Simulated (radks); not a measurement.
The numbers below are computed, except where a source is named.
Au2+, 77 electrons, occupied as [Kr] 4d10 4f14 5p6 5d9 6p2 (not the ground configuration). Level of theory: Dirac Kohn-Sham, BLYP, spin-unpolarised, spherical densities, point nucleus; open shells fill j = l - 1/2 first (a radial shooting solver on a logarithmic mesh with Libxc functionals).

X-ray form factor f0, the Fourier transform of the density (f0(0) = 77):

sin(theta)/lambda (1/angstrom),f0 (electrons)
0.05,76.073
0.1,73.583
0.15,70.165
0.2,66.397
0.25,62.621
0.3,58.999
0.4,52.449
0.5,46.904
0.6,42.230
0.8,34.644
1,28.577
1.25,22.814
1.5,18.943
2,14.779
